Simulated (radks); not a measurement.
Task: Successive ionisation energies (eV) of one element, from differences of total energies of ions in their ground configurations, starting at charge 0: 5.513, 11.215, 24.360, 42.234, 69.785, 83.235, 96.895, 116.38, 131.45, 146.68, 169.41, 196.81, 225.62, 252.20, 272.41, 432.85, 466.34, 500.37, 534.91, 569.88, 615.18, 652.17. Calculated with a radial shooting solver on a logarithmic mesh with Libxc functionals: scalar-relativistic Kohn-Sham, PBE, spin-polarised, spherical densities, finite nucleus; open shells are filled with parallel spins first (spin-orbit coupling, left out, can overturn this in heavy ions); Fermi nuclear charge, rms radius 4.962 fm. Which element is it?

Result: Promethium (Z = 61). The first species listed is Pm in [Xe] 4f5 6s2, the last Pm21+ in [Kr] 4d4.
